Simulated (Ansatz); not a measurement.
GaPH3F3⁺, that is Ga(PH3)F3 with one electron fewer, relaxed as a doublet with UKS PBE0-D4/def2-SVP in Ansatz, starting from the PBE0-D4/def2-SVP geometry of the neutral singlet. Force threshold 0.02 eV/Å.

In the doublet geometry the species has come apart into loosely held pieces.

Start:

```xyz
8

Ga   -0.915   -0.096   -1.022
P     0.742    0.077    0.830
H     0.376   -0.472    2.080
H     1.139    1.377    1.216
H     1.999   -0.537    0.628
F    -2.287    0.696   -0.272
F    -0.995   -1.838   -1.195
F    -0.059    0.793   -2.265
```

```csv
step,energy (eV),largest force component (eV/Å),SCF passes
1,-69823.8380,1.774,50
2,-69824.4182,1.158,42
3,-69824.7525,0.537,36
4,-69824.7948,0.178,33
5,-69824.7998,0.171,35
6,-69824.8434,0.342,35
7,-69824.9163,0.437,33
8,-69825.0060,0.686,33
9,-69825.1199,0.449,34
10,-69825.2397,0.317,33
11,-69825.3290,0.292,33
12,-69825.3941,0.453,33
13,-69825.4439,0.418,34
14,-69825.5061,0.293,32
15,-69825.5325,0.174,33
16,-69825.5454,0.298,32
17,-69825.5577,0.181,33
18,-69825.5697,0.028,34
19 (rejected),-69825.5697,0.032,27
20,-69825.5698,0.023,24
21,-69825.5710,0.044,32
22,-69825.5710,0.058,33
23,-69825.5712,0.008,29
```

Force components are those of the run's own axes.

End:

```xyz
8

Ga   -1.471    0.181   -1.668
P     1.210    0.056    1.373
H     0.282   -0.761    2.044
H     1.994    0.748    2.330
H     2.056   -0.714    0.554
F    -3.043    0.350   -1.015
F    -0.241   -0.067   -0.384
F    -0.787    0.207   -3.234
```

Bonds lost: Ga1–P2 (atoms count from 1). The end holds 2 separate pieces.

No frequencies were taken in this run, so the end may be a saddle point.

It took 3.3 min on 2 threads of Arm Neoverse N1 on a shared host.
